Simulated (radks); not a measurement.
Values are calculated unless marked as measured or tabulated.
The xenon ion Xe2+ inside a hard spherical wall (all orbitals vanish at R), configuration held at [Kr] 4d10 5s2 5p4 and not refilled when levels cross. Level of theory: scalar-relativistic Kohn-Sham, LDA (Slater exchange, VWN5 correlation), spin-polarised, spherical densities, finite nucleus; open shells are filled with parallel spins first (spin-orbit coupling, left out, can overturn this in heavy ions); Fermi nuclear charge, rms radius 4.7859 fm (a radial shooting solver on a logarithmic mesh with Libxc functionals). Eigenvalues in eV for spin up, with the zero of energy where the potential of the charges vanishes at infinity; a dash marks a level that is unbound or too diffuse for the functional's potential to be trusted. A positive occupied level is held by the wall or, in an anion where self-interaction has pushed it up, behind a barrier. The pressure on the wall is -dE/dV.

[
 {"R (bohr)": "free", "E (hartree)": "-7439.87302", "kinetic (hartree)": "7821.353", "e(4p)": "-162.44", "e(4d)": "-80.832", "e(5s)": "-40.183", "e(5p)": "-27.442", "e(5d, empty)": "-12.203", "e(6s, empty)": "-11.634", "pressure (GPa)": "0"},
 {"R (bohr)": "20", "E (hartree)": "-7439.87302", "kinetic (hartree)": "7821.353", "e(4p)": "-162.44", "e(4d)": "-80.832", "e(5s)": "-40.183", "e(5p)": "-27.442", "e(5d, empty)": "-12.203", "e(6s, empty)": "-11.634", "pressure (GPa)": "< 0.0001"},
 {"R (bohr)": "8", "E (hartree)": "-7439.87300", "kinetic (hartree)": "7821.353", "e(4p)": "-162.44", "e(4d)": "-80.831", "e(5s)": "-40.182", "e(5p)": "-27.441", "e(5d, empty)": "-12.177", "e(6s, empty)": "-11.477", "pressure (GPa)": "0.00132"},
 {"R (bohr)": "7", "E (hartree)": "-7439.87285", "kinetic (hartree)": "7821.355", "e(4p)": "-162.43", "e(4d)": "-80.823", "e(5s)": "-40.176", "e(5p)": "-27.435", "e(5d, empty)": "-12.098", "e(6s, empty)": "-11.115", "pressure (GPa)": "0.0191"},
 {"R (bohr)": "5", "E (hartree)": "-7439.85571", "kinetic (hartree)": "7821.528", "e(4p)": "-161.98", "e(4d)": "-80.385", "e(5s)": "-39.841", "e(5p)": "-27.051", "e(5d, empty)": "-10.685", "e(6s, empty)": "-6.498", "pressure (GPa)": "3.60"},
 {"R (bohr)": "4", "E (hartree)": "-7439.72042", "kinetic (hartree)": "7822.508", "e(4p)": "-160.01", "e(4d)": "-78.470", "e(5s)": "-38.311", "e(5p)": "-25.139", "e(5d, empty)": "-6.511", "e(6s, empty)": "4.908", "pressure (GPa)": "47.6"},
 {"R (bohr)": "3.5", "E (hartree)": "-7439.43214", "kinetic (hartree)": "7824.194", "e(4p)": "-157.30", "e(4d)": "-75.860", "e(5s)": "-35.956", "e(5p)": "-22.091", "e(5d, empty)": "-1.037", "e(6s, empty)": "18.829", "pressure (GPa)": "178"},
 {"R (bohr)": "2.5", "E (hartree)": "-7436.09913", "kinetic (hartree)": "7838.911", "e(4p)": "-142.17", "e(4d)": "-61.376", "e(5s)": "-16.793", "e(5p)": "2.170", "e(5d, empty)": "34.932", "e(6s, empty)": "102.97", "pressure (GPa)": "3160"}
]
